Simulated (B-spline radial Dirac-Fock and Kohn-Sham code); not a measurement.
## Two-hole binding energies of Hg²⁺

System: the Hg²⁺ ion, 1s2 2s2 2p6 3s2 3p6 3d10 4s2 4p6 4d10 4f14 5s2 5p6 5d10, inside a Watson sphere of charge -2 and radius 3 Å (a model of the Madelung potential; inside it an electron's potential energy is raised by 9.6 eV).

Input file task.json (cfg lists n, l and occupation; rrms is the nuclear radius in fm):

```json
{"items": [{
  "Z": 80,
  "q": 2,
  "cfg": [[1, 0, 2], [2, 0, 2], [2, 1, 6], [3, 0, 2], [3, 1, 6], [3, 2, 10], [4, 0, 2], [4, 1, 6], [4, 2, 10], [4, 3, 14], [5, 0, 2], [5, 1, 6], [5, 2, 10]],
  "A": 202,
  "rrms": 5.4648,
  "watson": [-2, 3.0],
  "do": ["binding", "quiet", "double"]
}]}
```

Run with: `python xray_run.py task.json out`

Level of theory: Dirac-Fock (average of configuration) total-energy differences with a finite nucleus, the Breit interaction including its frequency dependence, and self-energy and vacuum-polarisation corrections; a radial B-spline solver. U is the two-hole binding energy less the two single-hole energies, the effective repulsion of the holes after relaxation. Each two-hole energy is an average over J within one jj subconfiguration.

| holes | E(a) (eV) | E(b) (eV) | E(ab) (eV) | U (eV) |
| --- | --- | --- | --- | --- |
| 1s⁻¹ 2p3/2⁻¹ | 83115.5 | 12301.3 | 95787.2 | 370.5 |
| 1s⁻¹ 3d3/2⁻¹ | 83115.5 | 2404.5 | 85631.9 | 111.9 |
| 2p3/2⁻² | 12301.3 | 12301.3 | 24858.5 | 256.0 |
| 2s⁻¹ 3p1/2⁻¹ | 14867.5 | 3302.1 | 18274.3 | 104.7 |
| 2p1/2⁻¹ 3d3/2⁻¹ | 14226.8 | 2404.5 | 16738.0 | 106.7 |
| 2p3/2⁻¹ 3p1/2⁻¹ | 12301.3 | 3302.1 | 15710.2 | 106.8 |
| 3p1/2⁻² | 3302.1 | 3302.1 | 6683.5 | 79.4 |
| 3d3/2⁻¹ 3d5/2⁻¹ | 2404.5 | 2313.7 | ? | ? |
| 4d3/2⁻¹ 4d5/2⁻¹ | 399.1 | 379.6 | 809.2 | 30.5 |
| 4f5/2⁻² | 119.6 | 119.6 | 268.0 | 28.9 |
| 4f5/2⁻¹ 4f7/2⁻¹ | 119.6 | 115.5 | 264.7 | 29.6 |
| 5p1/2⁻¹ 5p3/2⁻¹ | 102.1 | 83.98 | 203.4 | 17.3 |
| 5p3/2⁻² | 83.98 | 83.98 | 185.2 | 17.3 |
| 5d5/2⁻² | 23.38 | 23.38 | 61.01 | 14.2 |

Problem. Give the missing two-hole energy and U.

Solution. E(ab) = 4798.7 eV and U = 80.5 eV.

Values without a named source are computed, but for edge energies of neutral atoms, which are taken from tables.
